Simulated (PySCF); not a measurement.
**Ti²⁺: ionisation energy**

Ti²⁺ [Ar] 3d2 (3F) → Ti³⁺ [Ar] 3d1 (2D), as a difference of total energies. Computed with PySCF 2.14 in x2c-TZVPPall with one added diffuse shell each of s, p, d, f type (7s6p5d3f1g, 80 functions), with scalar relativity by spin-free X2C-1e. Correlated levels: valence and next inner shell: [Ne] frozen. The calculations carry no spin-orbit coupling.

```json
{"method": "UHF", "ionisation energy (eV)": "26.589", "difference from reference (eV)": "-0.903"}
{"method": "MP2 (valence and next inner shell)", "ionisation energy (eV)": "27.117", "difference from reference (eV)": "-0.375"}
{"method": "SCS-MP2 (valence and next inner shell)", "ionisation energy (eV)": "27.027", "difference from reference (eV)": "-0.465"}
{"method": "CCSD (valence and next inner shell)", "ionisation energy (eV)": "27.082", "difference from reference (eV)": "-0.410"}
{"method": "CCSD(T) (valence and next inner shell)", "ionisation energy (eV)": "27.094", "difference from reference (eV)": "-0.398"}
```

Reference: 27.492 eV (measured; NIST Atomic Spectra Database, ionization energies).

The reference lies between the lowest fine-structure levels, while these numbers refer to the centres of the terms.

Errors of the correlated levels include the incompleteness of this basis and the frozen core.
